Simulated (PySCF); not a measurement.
Isomers of C5H8P2Si. Theory: PySCF 2.14.0, density-fitted response routines, TDDFT CAM-B3LYP/def2-SVPD, vertical, gas phase, core orbitals frozen in the response. Geometries: GFN2-xTB; one conformer of each isolated species. Triplets are in the Tamm–Dancoff approximation.

A. `p1c(pcc(c1)C)[SiH3]`
B. `Cc1ccpc([SiH3])p1`
C. `CC1=CP=CP=C1[SiH3]`

Lowest singlet levels (six at most, fewer where fewer were computed) with oscillator strengths:

1. 4.08 eV (f 0.017); 4.23 eV (f 0.006); 4.42 eV (f 0.000); 4.63 eV (f 0.098); 4.96 eV (f 0.001); 5.31 eV (f 0.006); T1 2.89 eV
2. 4.10 eV (f 0.021); 4.20 eV (f 0.003); 4.24 eV (f 0.014); 4.55 eV (f 0.066); 4.91 eV (f 0.001); 4.95 eV (f 0.006); T1 2.78 eV
3. 4.09 eV (f 0.016); 4.20 eV (f 0.004); 4.25 eV (f 0.000); 4.67 eV (f 0.018); 4.96 eV (f 0.000); 5.13 eV (f 0.007); T1 2.88 eV

Question: Match each spectrum to its molecule.

Answer: 1 = C, 2 = B, 3 = A.
- A: S1 at 4.09 eV, HOMO-1→LUMO (97%); Löwdin shares by element: HOMO carbon 44% or more, phosphorus 37% (atoms not listed hold the other 20%); LUMO phosphorus 41%, carbon 34% or more (atoms not listed hold the other 25%); HOMO -8.39 and LUMO -1.06 eV.
- B: S1 at 4.10 eV, HOMO→LUMO+1 (65%), HOMO-2→LUMO (26%); Löwdin shares by element: HOMO carbon 38% or more, phosphorus 37% (atoms not listed hold the other 25%); LUMO phosphorus 39%, carbon 35% or more (atoms not listed hold the other 25%); HOMO -8.14 and LUMO -0.99 eV.
- C: S1 at 4.08 eV, HOMO-1→LUMO (98%); Löwdin shares by element: HOMO carbon 42% or more, phosphorus 35% (atoms not listed hold the other 23%); LUMO phosphorus 43%, carbon 33% or more (atoms not listed hold the other 25%); HOMO -8.37 and LUMO -1.14 eV.
A and B have S1 within 0.01 eV of each other; their strongest listed levels stand at 4.67 eV (f 0.018) and 4.55 eV (f 0.066).
A and C have S1 within 0.01 eV of each other; their strongest listed levels stand at 4.67 eV (f 0.018) and 4.63 eV (f 0.098).
B and C have S1 within 0.02 eV of each other; their strongest listed levels stand at 4.55 eV (f 0.066) and 4.63 eV (f 0.098).
